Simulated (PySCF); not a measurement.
**Electron correlation in Se⁺ (selenium, charge +1)**

[Ar] 3d10 4s2 4p3, high-spin 4S determinant. Calculation: PySCF 2.14, in def2-TZVPPD (7s6p5d1f, 57 functions); no relativity, point nucleus. Frozen: [Ne]; 23 electrons correlated.

```
  level  correlation energy (mhartree)
   CCSD                        -257.69
    (T)                          -6.99
CCSD(T)                        -264.68
```

Diagnostics: T1 = 0.0039, D1 = 0.0079, largest double amplitude 0.039.

Is a single reference adequate?

Yes, within this model without spin-orbit coupling: T1 lies below 0.03 and no double amplitude reaches 0.07.

This basis was not built for core-valence correlation, so the inner-shell part is incomplete.
